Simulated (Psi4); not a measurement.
CH$_{5}$GaOSe$_{2}$ (SMILES C[O][Ga]([SeH])[SeH]), singlet, geometry from GFN2-xTB (such geometries of metal compounds can be far from the true shape); CAM-B3LYP/6-31G (Psi4).

Input for Psi4:
```
memory 2 GB

molecule mol {
0 1
  Ga    0.053861   -0.015546   -0.220020
  O     0.279979    0.084615   -1.943196
  C     0.020764    0.645640   -3.212759
  H    -0.678516    1.485555   -3.148924
  H     0.960120    0.999148   -3.644362
  H    -0.405667   -0.121735   -3.863044
  Se   -1.461616    1.492103    0.804272
  H    -1.751580    2.085890   -0.477434
  Se    1.372545   -1.700857    0.688509
  H     0.869946   -1.420071    2.021947
}

set basis 6-31g
set reference rks

energy('cam-b3lyp')
print_variables()
```

The log (banner, timings and long lists left out):

```
   => Loading Basis Set <=

    Name: 6-31G
    Role: ORBITAL
    Keyword: BASIS

         ---------------------------------------------------------
                                   SCF
               by Justin Turney, Rob Parrish, Andy Simmonett
                          and Daniel G. A. Smith
                              RKS Reference
         ---------------------------------------------------------

  ==> Geometry <==

    Molecular point group: c1
    Full point group: C1

    Geometry (in Angstrom), charge = 0, multiplicity = 1:

       Center              X                  Y                   Z               Mass
    ------------   -----------------  -----------------  -----------------  -----------------
         GA           0.052684506383     0.005848158139    -0.316720119776    68.925573500000
         O            0.278802506383     0.106009158139    -2.039896119776    15.994914619570
         C            0.019587506383     0.667034158139    -3.309459119776    12.000000000000
         H           -0.679692493617     1.506949158139    -3.245624119776     1.007825032230
         H            0.958943506383     1.020542158139    -3.741062119776     1.007825032230
         H           -0.406843493617    -0.100340841861    -3.959744119776     1.007825032230
         SE          -1.462792493617     1.513497158139     0.707571880224    79.916521800000
         H           -1.752756493617     2.107284158139    -0.574134119776     1.007825032230
         SE           1.371368506383    -1.679462841861     0.591808880224    79.916521800000
         H            0.868769506383    -1.398676841861     1.925246880224     1.007825032230

  Running in c1 symmetry.

  Rotational constants: A =      0.05190  B =      0.02259  C =      0.01579 [cm^-1]
  Rotational constants: A =   1555.88847  B =    677.25308  C =    473.27167 [MHz]
  Nuclear repulsion =  975.664675439345729

  Charge       = 0
  Multiplicity = 1
  Electrons    = 118
  Nalpha       = 59
  Nbeta        = 59

  ==> Algorithm <==

  SCF Algorithm Type is DF.
  DIIS enabled.
  MOM disabled.
  Fractional occupation disabled.
  Guess Type is SAD.
  Energy threshold   = 1.00e-06
  Density threshold  = 1.00e-06
  Integral threshold = 1.00e-12

  ==> Primary Basis <==

  Basis Set: 6-31G
    Blend: 6-31G
    Number of shells: 53
    Number of basis functions: 115
    Number of Cartesian functions: 115
    Spherical Harmonics?: false
    Max angular momentum: 2

  ==> DFT Potential <==

   => LibXC <=

    Version 7.1.2
    S. Lehtola, C. Steigemann, M. J. T. Oliveira, and M. A. L. Marques,  SoftwareX 7, 1–5 (2018) (10.1016/j.softx.2017.11.002)

   => Composite Functional: CAM-B3LYP <=

    CAM-B3LYP Hyb-GGA Exchange-Correlation Functional

    T. Yanai, D. P. Tew, and N. C. Handy,  Chem. Phys. Lett. 393, 51 (2004) (10.1016/j.cplett.2004.06.011)

    Deriv               =              1
    GGA                 =           TRUE
    Meta                =          FALSE

    Exchange Hybrid     =           TRUE
    MP2 Hybrid          =          FALSE

   => Exchange Functionals <=

    0.3500         Becke 88 [omega = 0.3300]
    0.4600   Short-range recipe for B88 functional - erf [omega = 0.3300]

   => Exact (HF) Exchange <=

    0.4600            HF,LR [omega = 0.3300]
    0.1900               HF

   => Correlation Functionals <=

    0.1900   Vosko, Wilk & Nusair (VWN5)
    0.8100   Lee, Yang & Parr

   => LibXC Density Thresholds  <==

    XC_HYB_GGA_XC_CAM_B3LYP:  1.00E-14

   => Molecular Quadrature <=

    Radial Scheme          =       TREUTLER
    Pruning Scheme         =           NONE
    Nuclear Scheme         =       TREUTLER

    Blocking Scheme        =         OCTREE
    BS radius alpha        =              1
    Pruning alpha          =              1
    Radial Points          =             75
    Spherical Points       =            302
    Total Points           =         215546
    Total Blocks           =           1697
    Max Points             =            256
    Max Functions          =             95
    Weights Tolerance      =       1.00E-15

   => Loading Basis Set <=

    Name: (6-31G AUX)
    Role: JKFIT
    Keyword: DF_BASIS_SCF

  ==> Integral Setup <==

  SCF_SUBTYPE=INCORE selected. In-core MEM_DF algorithm will be used.
  Using in-core AOs.

  ==> MemDFJK: Density-Fitted J/K Matrices <==

    J tasked:                   Yes
    K tasked:                   Yes
    wK tasked:                  Yes
    Omega:                3.300E-01
    Algorithm:                 Core
    Schwarz Cutoff:           1E-12
    Mask sparsity (%):      17.5425
    Fitting Condition:        1E-10

   => Auxiliary Basis Set <=

  Basis Set: (6-31G AUX)
    Blend: CC-PVDZ-JKFIT
    Number of shells: 234
    Number of basis functions: 914
    Number of Cartesian functions: 914
    Spherical Harmonics?: false
    Max angular momentum: 3

  Minimum eigenvalue in the overlap matrix is 7.8689303433E-04.
  Reciprocal condition number of the overlap matrix is 1.5626089179E-04.
    Using symmetric orthogonalization.

  ==> Pre-Iterations <==

  SCF Guess: Superposition of Atomic Densities via on-the-fly atomic UHF (no occupation information).

   -------------------------
    Irrep   Nso     Nmo
   -------------------------
     A        115     115
   -------------------------
    Total     115     115
   -------------------------

  ==> Iterations <==

                           Total Energy        Delta E     RMS |[F,P]|

   @DF-RKS iter SAD: -6834.84121452341242   -6.83484e+03   0.00000e+00
   @DF-RKS iter   1: -6840.28408004800258   -5.44287e+00   3.69684e-02 DIIS/ADIIS
   @DF-RKS iter   2: -6790.71514050818132    4.95689e+01   7.44831e-02 DIIS/ADIIS
   @DF-RKS iter   3: -6842.60329996179553   -5.18882e+01   1.82964e-02 DIIS/ADIIS
   @DF-RKS iter   4: -6843.17821534433097   -5.74915e-01   5.05090e-03 DIIS/ADIIS
   @DF-RKS iter   5: -6843.24208015428576   -6.38648e-02   5.20514e-04 DIIS/ADIIS
   @DF-RKS iter   6: -6843.24289407572451   -8.13921e-04   1.20935e-04 DIIS/ADIIS
   @DF-RKS iter   7: -6843.24293784385009   -4.37681e-05   2.24434e-05 DIIS
   @DF-RKS iter   8: -6843.24294137743527   -3.53359e-06   1.30431e-05 DIIS
   @DF-RKS iter   9: -6843.24294222747449   -8.50039e-07   3.36825e-06 DIIS
   @DF-RKS iter  10: -6843.24294232030479   -9.28303e-08   6.62438e-07 DIIS
  Energy and wave function converged.

  ==> Post-Iterations <==

   Electrons on quadrature grid:
      Ntotal   =  118.0000231882 ; deviation = 2.319e-05

    Orbital Energies [Eh]
    ---------------------

    Doubly Occupied:

[...]
    Virtual:

[...]
    Final Occupation by Irrep:
              A
    DOCC [    59 ]
    NA   [    59 ]
    NB   [    59 ]

  @DF-RKS Final Energy: -6843.24294232030479

   => Energetics <=

    Nuclear Repulsion Energy =            975.6646754393457286
    One-Electron Energy =              -11477.3158462742776464
    Two-Electron Energy =                3865.1699044449801477
    DFT Exchange-Correlation Energy =    -206.7616759303531069
    Empirical Dispersion Energy =           0.0000000000000000
    VV10 Nonlocal Energy =                  0.0000000000000000
    Total Energy =                      -6843.2429423203047918

Computation Completed

Properties will be evaluated at   0.000000,   0.000000,   0.000000 [a0]

Properties computed using the SCF density matrix

 Multipole Moments:

 ------------------------------------------------------------------------------------
     Multipole            Electronic (a.u.)      Nuclear  (a.u.)        Total (a.u.)
 ------------------------------------------------------------------------------------

 L = 1.  Multiply by 2.5417464519 to convert [e a0] to [Debye]
 Dipole X            :         -0.0500776           -0.2623511           -0.3124287
 Dipole Y            :         -4.3288957            4.7706054            0.4417097
 Dipole Z            :         21.1373671          -21.5629451           -0.4255780
 Magnitude           :                                                    0.6883573

 ------------------------------------------------------------------------------------

  Variable Map:
  ----------------------------------------------------------------------------
[...]
  Array Variable Map:
  ----------------------------------------------------------------------------
[...]
[...]
```
